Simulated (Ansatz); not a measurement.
`C[Si](C)F` radical, relaxed with UKS PBE0-D4/def2-TZVP in Ansatz 0.2.0 from a PBE-D4/def2-SVP geometry. The force threshold is 0.005 eV/Å; the program also tests the step.

Charge 0, multiplicity 2.

Start:

```xyz
10

C    -0.150   -1.126    1.089
Si   -0.339    0.668    0.525
C     0.553    0.964   -1.114
F    -1.952    0.943    0.270
H    -0.707   -1.323    2.026
H    -0.538   -1.811    0.303
H     0.919   -1.364    1.263
H     1.643    0.794   -0.996
H     0.171    0.259   -1.884
H     0.401    1.997   -1.483
```

```csv
step,energy (eV),largest force (eV/Å),largest move (Å)
1,-12761.2039,0.841,0.000
2,-12761.2533,0.535,0.033
3,-12761.2668,0.038,0.026
4,-12761.2669,0.013,0.006
5,-12761.2669,0.004,0.002
```

End:

```xyz
10

C    -0.152   -1.120    1.084
Si   -0.335    0.647    0.507
C     0.548    0.960   -1.110
F    -1.907    0.911    0.256
H    -0.700   -1.293    2.012
H    -0.540   -1.804    0.322
H     0.900   -1.358    1.258
H     1.621    0.789   -0.998
H     0.167    0.282   -1.881
H     0.398    1.986   -1.450
```

Hardware: 4 threads of an Arm Neoverse V2 on a shared host. Wall time 14 s, peak host memory 0.42 GiB.
